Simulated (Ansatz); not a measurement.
Compare A (`[CH3][GeH]([CH3])[C]#N`) with its isomer B (`[CH]1=NC[CH2][GeH2]1`).

Isolated molecules relaxed with PBE0-D4/def2-TZVP in Ansatz; ΔE leaves out vibrations. CBS: MP2 limit from def2 TZ/QZ plus the TZ coupled-cluster correction, frozen cores. Functionals use def2-TZVPP. B3LYP here is the variant with VWN-RPA as its local correlation; programs differ in this. For Ge outer-core shells are correlated without core-valence functions, which leaves a few kJ/mol of doubt a bond. Scalar relativity is left out up to krypton.

Problem. Which isomer does CCSD(T)/CBS put lower? Give the gap. (Estimate.)

Solution. The calculation gave: A, by 111.2 kJ/mol.

Problem. Give E(B) − E(A) in kJ/mol with HF/def2-TZVPP, ωB97M-V, r2SCAN-D4, PBE-D4, B3LYP, B2PLYP, B3LYP-D4. (Estimate.)

Solution. Ansatz gave: HF/def2-TZVPP 146.1, ωB97M-V 109.7, r2SCAN-D4 96.9, PBE-D4 81.9, B3LYP 113.6, B2PLYP 122.8, B3LYP-D4 107.0. None reverses the order clearly.

Largest T1 diagnostic: 0.012.

In def2-TZVPP, CCSD(T) changes the Hartree–Fock value by −24.4 kJ/mol (the triples alone add −3.9 kJ/mol) and MP2 by −15.2 kJ/mol. The D4 term adds −6.7 kJ/mol with B3LYP and −3.0 kJ/mol with PBE0; it sums over pairs of atoms, weighted by their polarisabilities, and B3LYP, whose exchange is more repulsive, gets the larger term.
